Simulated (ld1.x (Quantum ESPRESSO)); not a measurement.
# Ga, RRKJ: configuration errors across variants

```
Element                 : gallium (Ga)
Generator               : ld1.x (Quantum ESPRESSO) 7.5
Type                    : norm-conserving RRKJ (Kleinman–Bylander form)
Functional              : PBE
Relativity              : fully relativistic
Frozen core             : [Ar] 3d10
Valence charge          : 3
Reference configuration : 4s2 4p0.75 (charge +0.25)
Partial waves           : 4s (bound): rc 1.85 bohr; 4p (bound): rc 2.45 bohr
Local potential         : the p channel
Core correction         : none
rho0                    : 0.01
```

Open shells are filled in proportion to 2j + 1 (rel_dist='average').

All-electron excitation energies from the reference (eV): (1) 4s2 4p1 -0.825; (2) 4s2 4p0 4.865; (3) 4s1 4p0 25.993; (4) 4s0 4p3 12.542; (5) 4s2 4p0.5 1.206; (6) 4s1 4p1 12.235; (7) 4s2 4p1.3 -1.359.

A true bound ghost makes a file unfit for plane-wave use even where its test errors are small: the radial tests pick states by their node count and pass the ghost by.

Errors AE − PS in meV (a dash: test not solved or not reliable):

| change | (1) | (2) | (3) | (4) | (5) | (6) | (7) | bound ghosts |
| --- | --- | --- | --- | --- | --- | --- | --- | --- |
| base | +0.2 | +7.7 | +57 | +105 | +0.8 | +10 | +1.4 | s |
| core correction a·sin(br)/r model core inside 0.72 bohr | -0.5 | -8.3 | -180 | -58 | -0.3 | -44 | -1.4 | s |
| core correction a·sin(br)/r model core inside 0.96 bohr | -0.5 | -8.3 | -180 | -58 | -0.3 | -44 | -1.4 | s |
| core correction a·sin(br)/r model core inside 1.38 bohr | -0.5 | -8.3 | -177 | -55 | -0.3 | -43 | -1.4 | s |
| core correction a·sin(br)/r model core inside 1.54 bohr | -0.5 | -8.2 | -173 | -53 | -0.3 | -43 | -1.4 | s |
| core correction a·sin(br)/r model core inside 1.78 bohr | -0.5 | -8.2 | -170 | -48 | -0.3 | -42 | -1.4 | s |
| core correction a·sin(br)/r model core inside 2.06 bohr | -0.6 | -8.9 | -159 | -19 | -0.4 | -36 | -1.5 | s |
| core correction a·sin(br)/r model core inside 2.26 bohr | -0.6 | -9.3 | -139 | +8.4 | -0.4 | -28 | -1.6 | s |

Give the same row for: core correction a·sin(br)/r model core inside 1.18 bohr.

-0.5, -8.3, -179, -57, -0.3, -44, -1.4; bound ghosts: s.
